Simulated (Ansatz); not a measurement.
Molecule: sum formula BH₂S₃, charge -1, multiplicity 1. It need not be the lowest isomer of its formula. Whether it binds its extra electron was not tested at this geometry. 
Coordinates optimised at B3LYP-D3(BJ)/def2-TZVP (Ansatz, a first-principles code):
SMILES: [S-]B(S)S
```xyz
6

S     -0.2594     1.8504    -0.1029
B     -0.0201     0.1432    -0.0080
S      1.6943    -0.6064    -0.1303
S     -1.4650    -1.0297     0.2213
H      1.4226    -1.9204    -0.0108
H     -0.8417    -2.2238     0.2412
```
Charge -1, spin multiplicity 1.

Parts of the frozen-core correlation energy in cc-pV(D+d)Z (Ansatz, hartree). Frozen orbitals: 16; correlated occupied orbitals by spin: 12 and 12; virtual: 65 and 65. No spin-orbit coupling. Non-relativistic.

```
term                             value
-------------------------  -----------
reference (HF)             -1218.58502
MP2 opposite-spin                  ___
MP2 same-spin                      ___
CCSD correlation                   ___
(T)                           -0.01931
T1 diagnostic                    0.015
largest doubles amplitude        0.060
```

### Question
What belongs in the gaps?

### Answer

- MP2 opposite-spin, value: -0.36289
- MP2 same-spin, value: -0.12840
- CCSD correlation, value: -0.53793
